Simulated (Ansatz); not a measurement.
Isomers of C4H3F3, relaxed with PBE0-D4/def2-TZVP in Ansatz; electronic energies, one conformer each and not always the lowest. Functionals use def2-TZVPP; CBS adds triple-zeta CCSD(T) − MP2 to the MP2 limit of def2-TZVPP and def2-QZVPP.

Question: Order them by energy at frozen-core CCSD(T)/CBS, lowest first. (Estimate.)
A. `FC1=C(F)C(F)C1`
B. `FCC#CC(F)F`
C. `F/C=C/C(F)=C\F`
D. `FC1=C[C@H](F)[C@H]1F`
E. `CC#CC(F)(F)F`
F. `F/C=C\C=C(F)F`

Answer: F (0.0 kJ/mol), E (4.3 kJ/mol), C (32.7 kJ/mol), D (40.3 kJ/mol), A (52.0 kJ/mol), B (77.4 kJ/mol).

Question: How do B3LYP-D4, ωB97M-V, B2PLYP, PBE-D4 place them (kJ/mol, against `F/C=C\C=C(F)F`)? (Best estimate.)

Answer: Ansatz gave: 
| isomer | B3LYP-D4 | ωB97M-V | B2PLYP | PBE-D4 |
| --- | --- | --- | --- | --- |
| `CC#CC(F)(F)F` | 21.9 | 7.7 | 6.4 | 29.4 |
| `FC1=C(F)C(F)C1` | 70.0 | 51.6 | 64.3 | 54.4 |
| `FC1=C[C@H](F)[C@H]1F` | 60.4 | 40.2 | 53.8 | 50.4 |
| `FCC#CC(F)F` | 91.3 | 85.1 | 78.2 | 103.5 |
| `F/C=C/C(F)=C\F` | 31.4 | 34.4 | 33.6 | 34.5 |

B3LYP here is the variant with VWN-RPA as its local correlation; programs differ in this.
